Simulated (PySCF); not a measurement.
A calculated (UHF, PySCF 2.14, jorge-DZP-DKH, the spin-free X2C one-electron Hamiltonian (Gaussian nucleus)) atom or ion has these occupied shells.

| shell | electrons | orbital energy (eV) | rms radius, mean of both spins (bohr) |
| --- | --- | --- | --- |
| 1s α | 1 | -11178.7 | 0.0542 |
| 1s β | 1 | -11178.6 | 0.0542 |
| 2s α | 1 | -1453.1 | 0.227 |
| 2s β | 1 | -1453.1 | 0.227 |
| 2p α | 3 | -1265.5 | 0.203 |
| 2p β | 3 | -1265.4 | 0.203 |
| 3s α | 1 | -201.05 | 0.668 |
| 3s β | 1 | -200.86 | 0.668 |
| 3p α | 3 | -141.41 | 0.701 |
| 3p β | 3 | -141.13 | 0.701 |
| 3d α | 5 | -42.998 | 0.809 |
| 3d β | 5 | -42.855 | 0.809 |
| 4s α | 1 | -17.202 | 2.35 |
| 4s β | 1 | -13.155 | 2.35 |
| 4p α | 2 | -7.649 | 3.02 |

Question: Name the element and its charge.

Answer: Ge (germanium, neutral), in [Ar] 3d10 4s2 4p2, high-spin 3P determinant.
